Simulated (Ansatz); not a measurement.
## Reading a saddle point

A first-order saddle point of SnH6SeO, singlet, PBE0-D4/def2-TZVP, with one imaginary mode of 703i cm⁻¹:

Sn1  (-0.855, 0.022, -0.801)
O2  (-0.097, 1.027, 0.865)
H3  (-0.897, -1.659, -0.591)
H4  (-2.441, 0.646, -0.562)
H5  (-0.162, 0.695, -2.186)
H6  (0.985, 0.489, 0.827)
Se7  (2.224, -0.474, 0.031)
H8  (-0.577, 0.958, 1.698)
H9  (1.820, -1.705, 0.720)
(Å)

Program: Ansatz 0.2.0. Basis: def2-TZVPP and def2-QZVPP. Cores are frozen in the correlated methods. Filled d shells of the heavier atoms are correlated. Core potentials replace the inner electrons of the atoms past krypton. The def2 sets are not built for correlating such inner shells, so the correlated values are less sure here. Extrapolation: Hartree–Fock as exp(−7.88 √X), correlation as X^−2.97.

Problem. Which contacts change along the imaginary mode, and what lies on either side? (Judge from chemistry; the calculation decides.)

Solution. By the calculation: The step is SnH₄O ([OH][SnH3]) + H₂Se → SnH₄Se ([SeH][SnH3]) + H₂O, with the molecules in contact on both sides. Shortening one way: Sn1–Se7, O2–H6; lengthening the same way: Sn1–O2, H6–Se7.
| pair | one side (Å) | saddle (Å) | other side (Å) |
| --- | --- | --- | --- |
| Sn1–Se7 | 4.00 | 3.23 | 2.55 |
| O2–H6 | 2.09 | 1.21 | 0.97 |
| Sn1–O2 | 1.98 | 2.09 | 3.28 |
| H6–Se7 | 1.48 | 1.76 | 2.63 |

Problem. Which side is lower, and how far does the saddle lie above each? (To be estimated.)

Solution. By the calculation: The side with Sn1–Se7, O2–H6 short is lower by 68.0 kJ/mol; the saddle lies 116.6 kJ/mol above it and 48.6 kJ/mol above the other (CCSD(T) at an estimated basis limit (MP2 extrapolated from triple and quadruple zeta, plus CCSD(T) − MP2 in triple zeta); electronic energies).

No T1 diagnostic of these runs exceeds 0.013.

Labels in which every atom is bracketed show which atoms are joined, not bond orders.

For scale, one of the runs: CCSD(T)/def2-TZVPP, 213 basis functions, launched by `ansatz run in.yaml --threads 4 --pin off --events-out ev --progress --plain --max-ram 9574MiB`. The run took 38 s on 4 CPU threads of an Intel Xeon 6975P-C (shared host), with 3.8 GiB of host memory at its peak.
